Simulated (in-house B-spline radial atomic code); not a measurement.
# RPA and G0W0 on PBE0: O⁶⁺

Configuration 1s2, mean-field start PBE0. Computed with an all-electron radial atomic-structure program (B-spline basis): all electrons, scalar-relativistic (spin-free one-electron X2C), finite nucleus, each spin shell either full or empty, empty states to l = 9 with an (l + 1/2)⁻⁴ tail; G0W0 by contour deformation at full frequency.

Command:
```bash
python run_gw.py task.json out
```
Settings (radii: box in bohr, nucleus in fm):
```
Z                        8
electrons                2
configuration            1s2
hamiltonian              x2c
method                   pbe0
lmax                     9
rms_radius               2.6991
spin_polarised           False
box_radius               9.29
intervals                69
ion_configuration        1s1
```

Cost of the run: 1.7 s on 1 thread of Intel(R) Xeon(R) Platinum 8259CL CPU @ 2.50GHz (shared host).

Energies (hartree):

| term | value |
| --- | --- |
| mean-field total | -59.13705 |
| Hartree-Fock functional on these orbitals | -59.15597 |
| direct second order | -0.093038 |
| second-order exchange | 0.04652 |
| SOSEX correction | 0.045038 |

(1) What is the RPA correlation energy, and what remains with SOSEX?

Quasi-particle levels (eV):

```json
{"level": "1s", "occupied": "yes", "mean field": "-704.28", "Σx - vxc": "-35.59", "Σc": "?", "QP weight": "?", "G0W0": "?"}
{"level": "2s", "occupied": "no", "mean field": "-143.73", "Σx - vxc": "5.95", "Σc": "-0.21", "QP weight": "1.000", "G0W0": "-137.99"}
```

G0W0 = mean field + (Σx - vxc) + Σc, with Σc (partial-wave tail included) taken at the quasi-particle energy.

(2) Where does G0W0 put 1s?

(3) What does it cost to remove one electron (to 1s1) by differences of total energies, each species on its own start (correlation terms add to the Hartree-Fock functional)?

Results:

(1) RPA gives -0.090073 hartree (-1.23 eV per electron); RPA + SOSEX gives -0.045035, and the second-order doubles -0.046519 hartree (no singles). SOSEX takes back 50 % of the RPA value, the self-correlation of each of the two electrons.

(2) At -739.25 eV, with Σc = 0.61 eV and a quasi-particle weight of 0.995. The tabulated removal energy is 739.327 eV (NIST, tabulated theory).

(3) PBE0 738.57 eV, Hartree-Fock functional 738.22 eV, + RPA 740.05 eV, + RPA + SOSEX 739.45 eV, + second order 739.49 eV. Tabulated: 739.327 eV (NIST, tabulated theory).
